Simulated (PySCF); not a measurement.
CH₃Cd, SMILES [CH3][Cd] (connectivity only; charge and spin as stated), neutral, multiplicity 2.

Geometry optimised at B3LYP-D3(BJ)/def2-TZVP. The multiplicity is an assumed one; other spin states were not compared. The isomer is the one that the SMILES or the coordinates give; other isomers of the formula were not compared. The def2 effective core potentials stand for the cores of Cd; spin–orbit coupling is left out.

The numbers are results of B3LYP-D3(BJ)/def2-TZVP (PySCF 2.14.0), not measurements.

Frequencies are harmonic and unscaled.

Modes within 1.5 cm⁻¹ of each other (mostly degenerate sets) share a row, with their intensities summed.

| mode | ν (cm⁻¹) | IR (km/mol) | moving atoms (share of kinetic energy) |
|---|---|---|---|
| 1 | 277 | 0.7 | C 77 %, Cd 12 %, H 11 % |
| 2–3 | 574 | 4.3 | H 91 %, C 9 % |
| 4 | 995 | 26.2 | H 88 %, C 12 % |
| 5–6 | 1434 | 4.9 | H 93 % |
| 7 | 3058 | 11.1 | H 99 % |
| 8–9 | 3180 | 12.4 | H 90 %, C 10 % |
